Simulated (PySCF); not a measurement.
**C2H7ClOSi**

The system: C2H7ClOSi, a small molecule; neutral, singlet. The structure, one conformer, was relaxed in the gas phase by PBE0-D3(BJ)/def2-SVP. No frequency run checks that it is a minimum.

SMILES: CC(O)([SiH3])Cl

Coordinates in Å:
```
C1      0.203    0.656   -0.171
Si2    -1.509   -0.190   -0.318
C3      1.346   -0.265    0.201
O4      0.068    1.719    0.687
Cl5     0.552    1.266   -1.895
H6     -2.513    0.814   -0.761
H7     -1.404   -1.309   -1.297
H8     -1.886   -0.738    1.021
H9      1.438   -1.101   -0.505
H10     1.179   -0.664    1.214
H11     2.299    0.292    0.192
H12     0.933    2.134    0.813
```

Shieldings: GIAO PBE0/pcSseg-2. Shifts are against computed references at the same level: C TMS (σ 184.1 ppm), H TMS (σ 31.24 ppm), Si TMS (σ 341.3 ppm). Core levels by delta-SCF with SCAN, pcX-2 on the ionised atom and pcseg-1 elsewhere, spin-free X2C (2p3/2 is the spin-free 2p value less a third of a first-order spin-orbit splitting); from the vacuum level, for chosen atoms.

**Question.** Give the NMR and core-level values of the distinct atoms.

**Answer.** 
| atoms | bonded to | σ (ppm) | δ (ppm) | core level (eV) |
| --- | --- | --- | --- | --- |
| C1 | 1 C + 1 Cl + 1 O + 1 Si | 81.4 | 102.7 | 1s 293.32 |
| Si2 | 1 C + 3 H | 394.9 | -53.6 | 2p3/2 106.98 |
| C3 | 1 C + 3 H | 147.1 | 37.0 | 1s 291.33 |
| O4 | 1 C + 1 H | 203.7 | - | 1s 539.52 |
| Cl5 | 1 C | 613.9 | - | 2p3/2 205.33 |
| H6 H7 H8 | 1 Si | 27.05 | 4.19 | - |
| H9 H10 H11 | 1 C | 29.42 | 1.83 | - |
| H12 | 1 O | 29.36 | 1.88 | - |

Values are those of this one static structure, with the three H of a rotating XH3 group averaged; atoms that internal rotation interchanges would show their mean in an NMR spectrum.

**Question.** Which of C1, C3 holds its core electrons tightest, and by how much against the loosest?

**Answer.** C1 (bonded to 1 C + 1 Cl + 1 O + 1 Si), by 2.00 eV over C3 (bonded to 1 C + 3 H).

**Question.** By CAM-B3LYP/def2-SVPD (TDDFT singlets, Tamm-Dancoff triplets, ionisation by delta-SCF), where does absorption start, and what does vertical ionisation take?

**Answer.** The lowest singlet lies at 6.70 eV (f 0.010), the strongest of the first 6 at 8.10 eV (f 0.137), the lowest triplet at 6.01 eV; vertical ionisation takes 10.44 eV.

The 3 runs behind this took 4.5 min in all, one thread each of Arm Neoverse V1 on a shared host, launched as `OMP_NUM_THREADS=1 python cluster_run.py task.json out`.
